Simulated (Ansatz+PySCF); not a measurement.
Values are calculated unless marked as measured or tabulated.
This PySCF input gave a total energy of -1043.73225 hartree.

```python
from pyscf import gto, scf

mol = gto.M(atom="""
Cr 0.000000 0.000000 -0.071800
H 0.000000 0.000000 1.723100
""", basis='def2-svp', charge=0, spin=5)
mf = scf.UHF(mol)
mf.init_guess = 'minao'
mf.kernel()
while True:  # follow internal instabilities
    mo, _, stable, _ = mf.stability(return_status=True)
    if stable: break
    mf.kernel(mf.make_rdm1(mo, mf.mo_occ))
print(mf.converged, mf.e_tot, mf.spin_square()[0])
```

Problem. Write an input for Ansatz with the same method and basis set.

Solution.

```yaml
crystal:
  periodic: [false, false, false]
  atoms:
    - { symbol: Cr, position_ang: [0.0, 0.0, -0.0718] }
    - { symbol: H, position_ang: [0.0, 0.0, 1.7231] }
basis:
  gaussian: { orbitals: def2-SVP }
magnetization:
  spin_polarized: true
  initial_magnetization: 5
hamiltonian:
  xc: hf
```

Ansatz (development build ahead of 0.2.0) gave -1043.73225 hartree, 0.03 meV from the first.
